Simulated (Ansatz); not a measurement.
Basis-set extrapolation for CH₆N₂Si, SMILES `N/C=N/[SiH3]` (PBE0-D4/def2-TZVP geometry, frozen core, the Gaussian-basis code of Ansatz). Multiplicity 1, RHF reference.

```tsv
	def2-TZVPP	def2-QZVPP
HF	-439.279909	-439.296409
MP2 correlation	-0.698344	-0.747470
CCSD(T) correlation	-0.763456	not run
```

Energies in hartree. Use E(X) = E(∞) + A·exp(−7.88·√X) for Hartree–Fock and E(X) = E(∞) + B·X^(−2.97) for correlation, with X = 3 and 4, and add CCSD(T) minus MP2 of the smaller set to the MP2 limit.

Question: What is the CCSD(T) energy at the basis-set limit?

Answer: HF limit: -439.296409 + (-0.016500) × 0.13774 = -439.29868. MP2 limit: -0.747470 + (-0.049126) × 0.74074 = -0.78386. Higher-order term: -0.763456 − (-0.698344) = -0.06511. Total: -440.14765 hartree, 273.8 kJ/mol below CCSD(T)/def2-TZVPP.
